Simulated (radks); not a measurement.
Values are calculated unless marked as measured or tabulated.
Species: Dy II. Configuration: [Xe] 4f8 5d2 6s1 (not the ground configuration).

Code: a radial shooting solver on a logarithmic mesh with Libxc functionals. Model: scalar-relativistic Kohn-Sham, BLYP, spin-unpolarised, spherical densities, finite nucleus; Fermi nuclear charge, rms radius 5.2218 fm.

Energy parts (hartree):
part                       energy
total                 -12156.2432
kinetic                13113.3477
electron-nucleus      -29698.8374
Hartree                 4692.1079
exchange-correlation    -262.8614

Orbitals (lengths in bohr, moments of r in powers of bohr):
| orbital | occ. | eigenvalue (hartree) | <1/r> |
|---|---|---|---|
| 1s | 2 | -1972.602 | 74.55 |
| 2s | 2 | -329.1629 | 17.33 |
| 2p | 6 | -292.1922 | 16.09 |
| 3s | 2 | -73.93738 | 6.374 |
| 3p | 6 | -62.58608 | 5.975 |
| 3d | 10 | -47.97194 | 5.667 |
| 4s | 2 | -15.26469 | 2.696 |
| 4p | 6 | -11.51481 | 2.476 |
| 4d | 10 | -6.40380 | 2.190 |
| 5s | 2 | -2.31473 | 1.054 |
| 5p | 6 | -1.39067 | 0.8910 |
| 4f | 8 | -0.82161 | 1.667 |
| 6s | 1 | -0.36981 | 0.3657 |
| 5d | 2 | -0.34988 | 0.5553 |

The highest occupied level is 5d at -9.521 eV. The electron density at the nucleus is 7.78e+05 e/bohr^3 (large components only).
